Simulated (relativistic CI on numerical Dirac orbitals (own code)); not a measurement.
Calculated at this level of theory: Dirac-Coulomb-Breit CI, separate exchange-only KLI orbitals for each configuration, a model potential for QED, unscaled Slater integrals (own radial code, finite nucleus).

Configuration list (outside the closed core [Ne]): 3s2, 3s 3p, 3p2, 3s 3d, 3d2, 3p 3d, 3p 4s, 3d 4s, 3s 4s, 3s 4p, 3s 4d, 3s 4f, 3s 5s, 3s 5p, 3s 5d, 4s2, 3s 5f, 3s 5g, 3s 6s, 3s 6p, 3s 6d. Levels of other configurations are missing.

At this charge energies of transitions that change n are usually good to better than 1 %, and those within a shell (Δn = 0) to a few per cent.

Outline of the computed level scheme of Au LXVIII. Lowest level of each configuration: 3s2 1S_0 at 0.00 eV; 3s 3p 3P°_0 at 155.17 eV; 3p2 3P_0 at 370.50 eV; 3s 3d 3D_1 at 892.20 eV; 3p 3d 3F°_2 at 1059.16 eV; 3d2 3F_2 at 1799.57 eV; 3s 4s 3S_1 at 3762.21 eV; 3s 4p 3P°_0 at 3843.21 eV; 3p 4s 3P°_1 at 3946.20 eV.

Some strong electric-dipole decays among the lowest 43 levels: 3s 4s 1S_0 → 3s 3p 1P°_1 (7.0e+13 s⁻¹); 3p 4s 3P°_0 → 3p2 3P_1 (6.7e+13 s⁻¹); 3s 4p 1P°_1 → 3s2 1S_0 (6.1e+13 s⁻¹); 3s 4s 3S_1 → 3s 3p 3P°_2 (5.8e+13 s⁻¹); 3s 4p 3P°_1 → 3s2 1S_0 (5.5e+13 s⁻¹); 3p 4s 3P°_1 → 3p2 1D_2 (4.4e+13 s⁻¹); 3s 4s 1S_0 → 3s 3p 3P°_1 (1.8e+13 s⁻¹); 3s 4s 3S_1 → 3s 3p 3P°_1 (1.7e+13 s⁻¹).

LS names give the leading component of a level, which can be under half, so a name can repeat, a term be missing and a line seem to break the LS rules.
